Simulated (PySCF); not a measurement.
IIn, triplet, at a GFN2-xTB geometry (such geometries of metal compounds can be far from the true shape) (the spin is typed, not shown lowest) (core potentials on I, In); PBE0/def2-SV(P) run with PySCF.

Input for PySCF:
```python
from pyscf import gto, scf, dft

mol = gto.Mole()
mol.atom = '''
    In   -0.000000   -0.000000   -1.504422
    I     0.000000    0.000000    1.390880
'''
mol.basis = 'def2-sv(p)'
mol.ecp = {'I': 'def2-sv(p)', 'In': 'def2-sv(p)'}
mol.charge = 0
mol.spin = 2
mol.verbose = 3
mol.build()

mf = dft.UKS(mol)
mf.xc = 'pbe0'
mf.kernel()
mf.analyze()
```

**Question.** Write the output that PySCF gives for this input, abridged.

**Answer.** 
```
converged SCF energy = -487.813786401968  <S^2> = 2.0075784  2S+1 = 3.005048
**** MO energy ****
                             alpha | beta                alpha | beta
MO #1   energy= -6.90822114363988  | -6.90571869923063  occ= 1 | 1
MO #2   energy= -4.92706143886939  | -4.92161518231224  occ= 1 | 1
MO #3   energy= -4.91062231292822  | -4.90977556188925  occ= 1 | 1
MO #4   energy= -4.90947483387801  | -4.90828510624842  occ= 1 | 1
MO #5   energy= -4.74067020546774  | -4.7373588125481   occ= 1 | 1
MO #6   energy= -3.13838838464883  | -3.13662491302451  occ= 1 | 1
MO #7   energy= -3.13585138606428  | -3.13407940323094  occ= 1 | 1
MO #8   energy= -3.12842393253703  | -3.12330892160264  occ= 1 | 1
MO #9   energy= -1.95282831366366  | -1.94790869325973  occ= 1 | 1
MO #10  energy= -1.94844418793476  | -1.94471659018533  occ= 1 | 1
MO #11  energy= -1.94744062258673  | -1.94343381693814  occ= 1 | 1
MO #12  energy= -1.93389458646384  | -1.93308295552961  occ= 1 | 1
MO #13  energy= -1.93387565314117  | -1.93304919601232  occ= 1 | 1
MO #14  energy= -0.811540782446684 | -0.806721856255415 occ= 1 | 1
MO #15  energy= -0.808841679783052 | -0.804802267961193 occ= 1 | 1
MO #16  energy= -0.801707960315085 | -0.794454630648533 occ= 1 | 1
MO #17  energy= -0.800072013559017 | -0.792446242544801 occ= 1 | 1
MO #18  energy= -0.798996089934639 | -0.790741073638921 occ= 1 | 1
MO #19  energy= -0.712276005933354 | -0.690169820904042 occ= 1 | 1
MO #20  energy= -0.406718183215932 | -0.358880745638128 occ= 1 | 1
MO #21  energy= -0.30080763946499  | -0.284417393003625 occ= 1 | 1
MO #22  energy= -0.291602215461131 | -0.280025666996143 occ= 1 | 1
MO #23  energy= -0.291104995992446 | -0.198068634474702 occ= 1 | 0
MO #24  energy= -0.147623120396808 | -0.0604045033968363 occ= 1 | 0
MO #25  energy= -0.0868892075216205 | -0.0374557506603184 occ= 0 | 0
MO #26  energy= -0.0384175297312987 | -0.00502064713178729 occ= 0 | 0
MO #27  energy= 0.12763671955688   | 0.1431320308443    occ= 0 | 0
MO #28  energy= 0.143298145259442  | 0.176900512532639  occ= 0 | 0
MO #29  energy= 0.167811309815627  | 0.188690024463843  occ= 0 | 0
MO #30  energy= 0.170752468894142  | 0.208005265069709  occ= 0 | 0
MO #31  energy= 0.264462892942171  | 0.291207654789516  occ= 0 | 0
MO #32  energy= 0.269440202576021  | 0.304957723347413  occ= 0 | 0

Dipole moment(X, Y, Z, Debye):  0.00000,  0.00000, -1.61440
```
